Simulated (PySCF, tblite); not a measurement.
Species: C4H12OSSi3.
Cartesian coordinates in Å at the GFN2-xTB level; atoms count from 1:
```xyz
21
C4H12OSSi3 angstrom
C      2.3136   -1.5385    0.8656
S      1.9775    0.1485    0.1885
O      1.3779    0.9221    1.3004
C      0.4986   -0.3257   -0.7179
C      0.2189   -1.3431   -1.5397
Si    -1.6122   -0.8835   -1.5688
C     -0.7309    0.4692   -0.4862
Si    -0.5868    2.1916   -1.2695
Si    -1.1189    0.6130    1.3831
H      2.5916   -2.1850    0.0417
H      1.4224   -1.9030    1.3630
H      3.1324   -1.4558    1.5730
H      0.8875   -2.1028   -1.9081
H     -2.1940   -0.4568   -2.8380
H     -2.4680   -1.8143   -0.8396
H     -0.1750    2.0235   -2.6729
H     -1.9026    2.8309   -1.2217
H      0.4138    3.0227   -0.6051
H     -0.7897    1.8741    2.0246
H     -0.6667   -0.5898    2.0874
H     -2.5982    0.5197    1.4058
```

Theory: PBE0/pcSseg-1 in PySCF (dipole) on a GFN2-xTB geometry, gas phase.

Take the most abundant isotopes and a rigid rotor. The values belong to one conformer with, in the numbering `[CH3:1][S@:2](=[O:3])[C:4]1=[CH:5][SiH2:6][C:7]1([SiH3:8])[SiH3:9]`, C1–S2–C4–C5 -47°.

(1) Give the principal moments of inertia and the rotational constants in MHz.

(2) What kind of rotor is it?

(3) What does the inertial defect say?

(4) Give the other two planar moments, Paa and Pbb, and the rms extents of the mass along the axes.

(5) Which lines would a microwave search look for?

(6) Estimate the classical rotational partition function at 10 K, 50 K and 100 K.

Results:

(1) Ia = 456.53, Ib = 645.60, Ic = 756.56 u·Å²; 505379 MHz·u·Å²/I gives A = 1107, B = 782.8, C = 668.0 MHz.

(2) An asymmetric top; Ray's κ = -0.477.

(3) Not planar: Δ = Ic − Ia − Ib = -345.58 u·Å². For a rigid frame Δ = −2 Σ m c², so Σ m c² = 172.79 u·Å² lies off the ab plane: 29.22 from hydrogen and 143.57 from heavier atoms. The atom farthest from that plane is 2.46 Å away.

(4) Paa = Σ m a² = (Ib + Ic − Ia)/2 = 472.81 and Pbb = Σ m b² = (Ia + Ic − Ib)/2 = 283.74 u·Å². With the mass M = 191.99 u, the rms extents √(P/M) along a, b and c are 1.57, 1.22, 0.95 Å.

(5) The dipole components are |μa| = 0.81 D, |μb| = 3.81 D, |μc| = 0.75 D. Intensities carry the squares of the components, which stand as 0.05 : 1.00 : 0.04 (a : b : c). Some lines, for components of 0.1 D or more:

```csv
type,branch,"J(Ka,Kc)",MHz,lower level (cm⁻¹)
a,Q,"2(1,1) ← 2(1,2)",344,0.152
b,Q,"1(1,0) ← 1(0,1)",439,0.048
b,Q,"3(1,2) ← 3(0,3)",828,0.286
b,Q,"2(2,0) ← 2(1,1)",998,0.164
a,R,"1(0,1) ← 0(0,0)",1451,0.000
b,Q,"3(2,2) ← 3(1,3)",1504,0.291
b,Q,"3(3,0) ← 3(2,1)",1806,0.345
a,R,"2(0,2) ← 1(0,1)",2876,0.048
b,R,"2(2,1) ← 1(1,0)",3989,0.063
c,R,"2(2,1) ← 1(1,1)",4104,0.059
a,R,"3(1,3) ← 2(1,2)",4166,0.152
a,R,"3(2,1) ← 2(2,0)",4447,0.197
a,R,"3(1,2) ← 2(1,1)",4506,0.164
b,R,"3(3,1) ← 2(2,0)",6249,0.197
b,R,"3(3,0) ← 2(2,1)",6279,0.196
```

(6) Point group C1, symmetry number σ = 1; q = (√π/σ)·√((kT/h)³/(ABC)), k/h = 20836.6 MHz/K: 7010 at 10 K, 78300 at 50 K, 222000 at 100 K.

Its GFN2-xTB frequencies are all real (lowest 65 cm⁻¹). Constants of a rigid frame at the computed geometry: no zero-point averaging, no centrifugal distortion. A rigid rotor knows nothing of internal rotation, which can split or shift real lines.
